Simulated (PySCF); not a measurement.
An unknown shows these calculated signals:

$^{1}$H NMR (400 MHz, computed): δ 5.68 (m, 1H), 4.28 (d, 3H), 3.26 (m, 2H).

$^{13}$C{$^{1}$H} NMR (computed): δ 173.2 (C), 119.5 (C), 101.9 (CH), 24.1 (CH2).

- GIAO PBE0/pcSseg-1 shieldings
- geometry: GFN2-xTB
- program: PySCF
- in vacuum, no relativistic terms, equivalent nuclei averaged, one conformer

Shifts are taken against calculated references (same method and geometry level): TMS for $^{1}$H (31.72 ppm) and $^{13}$C (186.93 ppm).

Task: Which of these does the molecule contain: an amide, a nitrile, a CH3CH2 unit, a non-aromatic C=C double bond, a Si–H bond, an S-methyl group?

Result: 
- An amide: no.
- A nitrile: yes (δC 119.5).
- A CH3CH2 unit: no.
- A non-aromatic C=C double bond: yes.
- A Si–H bond: yes (δH 4.28 (d)).
- An S-methyl group: no.

The data belong to `InChI=1S/C4H6FNSi/c5-4(3-7)1-2-6/h3H,1H2,7H3/b4-3-`; they needn't prove each group on their own.

Carbon signals by region: 1 in the far downfield region (above 160 ppm), 2 in the sp2 and nitrile region (100–160 ppm), 1 below 50 ppm. Above 160 ppm: 173.2, fully substituted alkene carbon.

Splittings by $^{19}$F in the carbon and heteronuclear signals aren't shown, as no couplings were computed. Shifts are as computed. Against solution values, carbons near 30 ppm lie about +3 ppm off and those near 130 ppm about +5 ppm. Of 1309 compounds with measured shifts, 239 miss one by over three times the rms of a fit or turn the order of signals round; such compounds aren't used in these exercises. No couplings were computed; multiplicities are counted from neighbouring protons, with m where these are inequivalent, close in shift, in a saturated or five-membered ring or joined by F or P, and br s for small geminal =CH2 splittings.
